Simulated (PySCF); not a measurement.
C2H4N2OSi, SMILES [SiH]1(O)N=CC=N1. Atoms are numbered in the order given.

```xyz
10

O      2.0902    -0.5078     0.0000
Si     0.7056     0.4148     0.0000
N     -0.4398     0.0727     1.3624
C     -1.5492    -0.1915     0.7681
C     -1.5492    -0.1915    -0.7681
N     -0.4398     0.0727    -1.3624
H      1.9674    -1.4731     0.0000
H      1.1517     1.8366     0.0000
H     -2.4864    -0.4149     1.3271
H     -2.4864    -0.4149    -1.3271
```
Charge 0, spin multiplicity 1.

Coordinates come from a PBE-D3(BJ)/def2-SVP optimisation. The structure was generated by enumeration, and PubChem lists no compound with its InChIKey, so it may never have been made. One conformer was computed; it need not be the lowest.

Computed with PBE-D3(BJ)/def2-SVP run with PySCF 2.14.0.

Frequencies are harmonic and unscaled.

| mode | ν (cm⁻¹) | IR (km/mol) | moving atoms (share of kinetic energy) |
|---|---|---|---|
| 1 | 144 | 1.0 | O 32 %, C 21 %, H 19 %, Si 15 %, N 14 % |
| 2 | 169 | 45.9 | H 66 %, N 13 % |
| 3 | 289 | 73.5 | O 39 %, H 38 %, N 9 %, Si 8 % |
| 4 | 405 | 40.4 | N 51 %, O 16 %, Si 13 %, C 11 %, H 9 % |
| 5 | 458 | 1.3 | H 37 %, C 31 %, N 29 % |
| 6 | 507 | 36.5 | Si 40 %, N 33 %, C 17 % |
| 7 | 617 | 31.0 | N 39 %, Si 35 %, C 19 % |
| 8 | 688 | 12.6 | N 81 % |
| 9 | 714 | 8.1 | H 80 % |
| 10 | 741 | 23.7 | H 84 %, O 11 % |
| 11 | 829 | 137.2 | C 50 %, H 37 % |
| 12 | 846 | 60.0 | H 57 %, C 25 %, O 9 % |
| 13 | 868 | 116.8 | H 81 %, C 9 % |
| 14 | 882 | 100.2 | C 44 %, N 39 %, H 13 % |
| 15 | 928 | 125.4 | Si 43 %, O 33 %, H 20 % |
| 16 | 981 | 0.0 | H 57 %, C 41 % |
| 17 | 1265 | 0.1 | H 84 %, N 11 % |
| 18 | 1284 | 4.8 | H 75 %, C 19 % |
| 19 | 1578 | 60.5 | C 54 %, N 45 % |
| 20 | 1643 | 5.8 | C 58 %, N 38 % |
| 21 | 2240 | 78.1 | H 97 % |
| 22 | 2981 | 27.1 | H 92 %, C 8 % |
| 23 | 2996 | 87.4 | H 92 %, C 8 % |
| 24 | 3768 | 92.9 | H 94 % |
